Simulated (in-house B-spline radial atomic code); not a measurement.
Computed with a B-spline radial atomic code. Model: two electrons, singlet ground state, non-relativistic, full CI in B-splines with partial waves to l = 8 (at full coupling up to 3e-4 hartree above the limit, correlation up to 0.6 % small), density held at that of full coupling by Lieb maximisation.

Along the adiabatic connection the electron repulsion is scaled by a coupling λ while a local potential keeps the density fixed. At λ = 0 the system is the Kohn-Sham one and W equals the exchange energy; the exchange-correlation energy is the area under W between 0 and 1. The kinetic energy rises with λ as the electrons avoid each other, with dT/dλ = −λ dW/dλ.

Command:
```bash
python run_ac.py task.json out
```
Settings (lengths in bohr, energies in hartree):
```
potential              coulomb
strength               16
lmax                   8
```

Cost of the run: 9.3 s on 1 thread of Intel(R) Xeon(R) Processor @ 2.30GHz, with other jobs on the host.

**W = mean repulsion less Hartree energy, and W of three functionals.**

Given: confinement point charge; nuclear charge 16; external potential -Z/r.

Computed: PBE exchange minus exact 197.02 millihartree; SCAN exchange minus exact -3.949 millihartree.

```tsv
coupling	W xc (hartree)	W xc minus exchange (millihartree)	kinetic minus Kohn-Sham (millihartree)	LDA (PW92) W minus its exchange (millihartree)	PBE W minus its exchange (millihartree)	SCAN W minus its exchange (millihartree)
0	-9.7777	0	0	0	0	0
0.02	?	?	?	?	?	?
0.05	-9.7823	-4.647	0.1	-37.85	-4.77	-4.63
0.12	-9.7888	-11.136	0.7	-77.99	-11.48	-11.04
0.25	-9.8008	-23.128	2.9	-140.41	-24.01	-22.81
0.4	-9.8145	-36.874	7.3	-202.44	-38.51	-36.22
0.6	?	?	?	?	?	?
0.8	-9.8507	-73.07	29	-341.11	-77.22	-71.2
1	-9.8686	-90.92	45.1	-401.44	-96.49	-88.32
1.4	-9.9038	-126.14	87.3	-510.49	-134.79	-121.9
2	-9.9554	-177.77	175.1	-653.7	-191.4	-170.78
3	-10.038	-260.82	382.4	-857.06	-283.08	-248.71
4.5	-10.156	-378.78	823.7	-1110.2	-413.94	-358.41
7	-10.337	-559.44	1858.7	-1449.3	-614.72	-525.2
10	-10.531	-753.37	3501.2	-1773.7	-830.11	-703.68
```

What belongs in the row 0.02?

W xc (hartree): -9.7795; W xc minus exchange (millihartree): -1.86; kinetic minus Kohn-Sham (millihartree): 0; LDA (PW92) W minus its exchange (millihartree): -17.4; PBE W minus its exchange (millihartree): -1.9; SCAN W minus its exchange (millihartree): -1.86.

What belongs in the row 0.6?

W xc (hartree): -9.8327; W xc minus exchange (millihartree): -55.056; kinetic minus Kohn-Sham (millihartree): 16.4; LDA (PW92) W minus its exchange (millihartree): -275.46; PBE W minus its exchange (millihartree): -57.88; SCAN W minus its exchange (millihartree): -53.84.

What is the LDA exchange minus exact?

1387.7 millihartree.

**Energy parts, natural occupations and partial-wave weights.**

Computed: total energy -246.1569 hartree; exchange energy -9.7777 hartree; correlation energy -0.045819 hartree; kinetic part of the DFT correlation energy 0.045101 hartree; initial slope twice GL2 -0.093047 hartree; Kohn-Sham kinetic 246.11 hartree; Lieb Oxford ratio E_xc over LDA exchange 1.1709.

```json
{"natural": "s", "occupation of the shell (electrons)": "1.9998"}
{"natural": "p", "occupation of the shell (electrons)": "0.00012051"}
{"natural": "s", "occupation of the shell (electrons)": "?"}
{"natural": "d", "occupation of the shell (electrons)": "6.9475e-06"}
{"natural": "p", "occupation of the shell (electrons)": "4.7423e-06"}
{"natural": "s", "occupation of the shell (electrons)": "1.7931e-06"}
```

What belongs in the row s?

occupation of the shell (electrons): 7.1141e-05.

| wave | weight |
| --- | --- |
| s | 0.99993 |
| p | 6.2877e-05 |
| d | ? |
| f | 5.9084e-07 |
| g | 1.4258e-07 |

What belongs in the row d?

weight: 3.9124e-06.

What is the Hartree energy?

19.555 hartree.

What is the kinetic part over minus potential part?

0.49605.

Half-way to full coupling W has made 51 % of its drop, against 50 % for a straight line, and second-order (GL2) theory, half the initial slope, overshoots the correlation energy by about 2 %: correlation is weak here. Over couplings 0 to 1 the errors in E_xc come to about +1205 millihartree for LDA, +195 millihartree for PBE, -2.9 millihartree for SCAN, so SCAN is nearest. In LDA and PBE and SCAN the errors of exchange and correlation have opposite signs, so the sum is smaller than the larger of the two.
